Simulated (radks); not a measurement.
Neutral rhenium inside a hard spherical wall (all orbitals vanish at R), configuration held at [Xe] 4f14 5d5 6s2 and not refilled when levels cross. Method: scalar-relativistic Kohn-Sham, r2SCAN, spin-polarised, spherical densities, finite nucleus; open shells are filled with parallel spins first (spin-orbit coupling, left out, can overturn this in heavy ions); meta-GGA in the generalised Kohn-Sham scheme; Fermi nuclear charge, rms radius 5.3698 fm; computed with a radial shooting solver on a logarithmic mesh with Libxc functionals. Eigenvalues in eV for spin up, with the zero of energy where the potential of the charges vanishes at infinity; a dash marks a level that is unbound or too diffuse for the functional's potential to be trusted. A positive occupied level is held by the wall or, in an anion where self-interaction has pushed it up, behind a barrier. The pressure on the wall is -dE/dV.

| R (bohr) | E (hartree) | kinetic (hartree) | e(5p) | e(4f) | e(6s) | e(5d) | e(6p, empty) | e(7s, empty) | pressure (GPa) |
|---|---|---|---|---|---|---|---|---|---|
| free | -16691.4260 | 18439.495 | -49.495 | -42.620 | -6.934 | -6.898 | -1.323 | - | 0 |
| 15 | -16691.4260 | 18439.495 | -49.495 | -42.620 | -6.934 | -6.898 | -1.320 | 0.513 | < 0.0001 |
| 12 | -16691.4260 | 18439.495 | -49.492 | -42.617 | -6.931 | -6.895 | -1.300 | 1.111 | 0.000575 |
| 7 | -16691.4139 | 18439.591 | -49.016 | -42.138 | -6.524 | -6.457 | -0.370 | 7.291 | 0.701 |
| 5 | -16691.2811 | 18440.318 | -46.677 | -39.662 | -4.092 | -4.348 | 3.854 | 23.261 | 17.4 |
| 3.5 | -16690.2836 | 18444.533 | -38.976 | -30.743 | 8.257 | 3.471 | 21.972 | 74.346 | 328 |
| 3 | -16688.9105 | 18449.872 | -32.779 | -23.115 | 22.300 | 10.820 | 40.854 | 119.86 | 1090 |
| 1.5 | -16629.0977 | 18649.568 | 93.053 | 93.357 | 383.21 | 171.85 | 447.68 | 902.73 | 184000 |
